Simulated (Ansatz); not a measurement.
`P[SiH]1CC1` + H–F → `F[SiH]1CC1` + PH₃ at 700 K and 1 bar (cleavage of the Si–P bond).

Program: Ansatz. Geometries: PBE0-D4/def2-TZVP. ΔE: electronic, gas phase. CCSD(T)/CBS is the MP2 limit (def2-TZVPP, def2-QZVPP) plus CCSD(T) − MP2 in def2-TZVPP, frozen cores. This one scheme is used for every species. Each species was taken in one conformer, which may not be the lowest.

```
     species  CCSD(T)/CBS energy (Eh)  H − E (kJ/mol)  S (J/(mol·K))
`P[SiH]1CC1`               -710.29768           286.2          442.7
         H–F               -100.39570            45.2          198.5
`F[SiH]1CC1`               -468.00632           230.9          388.6
         PH₃               -342.72256            91.5          248.3
```

H − E and S are ideal-gas, rigid-rotor, harmonic terms from PBE0-D4/def2-TZVP, for one conformer and one mirror image of each species. 1 Eh = 2625.50 kJ/mol, R = 8.31446 J/(mol·K).

Task: By hand: ΔE, ΔH, ΔS and ΔG.

Result: ΔE = (-468.00632) + (-342.72256) − (-710.29768) − (-100.39570) = -0.03550 Eh = -93.2 kJ/mol. Δ(H − E) = 230.9 + 91.5 − 286.2 − 45.2 = -9.0, so ΔH = -102.2 kJ/mol. ΔS = 388.6 + 248.3 − 442.7 − 198.5 = -4.3 J/(mol·K). ΔG = -102.2 − 700 × (-4.3)/1000 = -99.2 kJ/mol.

Task: By hand: the equilibrium constant, and the temperature at which ΔG would vanish if ΔH and ΔS stayed fixed.

Result: log₁₀ K = −ΔG/(RT ln 10) = 7.4. ΔG = 0 at ΔH/ΔS = 23767 K, far beyond where these terms or the molecules hold.

The number of gas molecules stays the same, so ΔS is small and ΔH decides. A doubt of 5 kJ/mol in ΔE shifts log₁₀ K by 0.4 here. Other conformers and mirror images would add mixing entropy, several J/(mol·K) or more a flexible species. These are equilibria of isolated gas molecules and say nothing of rates. Largest T1 diagnostic: 0.013 (customary marks: 0.02 for closed shells, 0.045 for open ones).
